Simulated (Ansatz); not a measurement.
System: silicon atom, Si (charge 0, triplet).

Wanted: ionisation energy to the doublet, in eV. Conventions: each state is the SCF solution reached for its charge and spin; non-relativistic; 6-31G* and kin with 6d, 5d where marked; spin-orbit terms left out; UHF or UKS for open shells.

| species | coefficient | E at B3LYP/6-31G* (Ansatz), Eh | E at B3LYP/def2-TZVPD (Ansatz), Eh |
|---|---|---|---|
| charge 1, doublet | +1 | -289.07383 | -289.09396 |
| charge 0, triplet | -1 | -289.37173 | -289.39218 |

Measured values: NIST ASD by pymatgen's periodic table; they hold spin-orbit and core effects.  Value to compare with, the measured value: 8.15 eV. 1 Eh = 27.2114 eV.

Problem. Compute it at each level from the table, and compare with the measured value.

Solution. 
- B3LYP/6-31G*: the sum of coefficient times E is 0.29790 Eh, or 8.106 eV. Result: 8.11 eV. Its error against the measured value is -0.04 eV.
- B3LYP/def2-TZVPD: the sum of coefficient times E is 0.29822 Eh, or 8.115 eV. Result: 8.11 eV. Its error against the measured value is -0.04 eV.

Ansatz is an electronic-structure program.
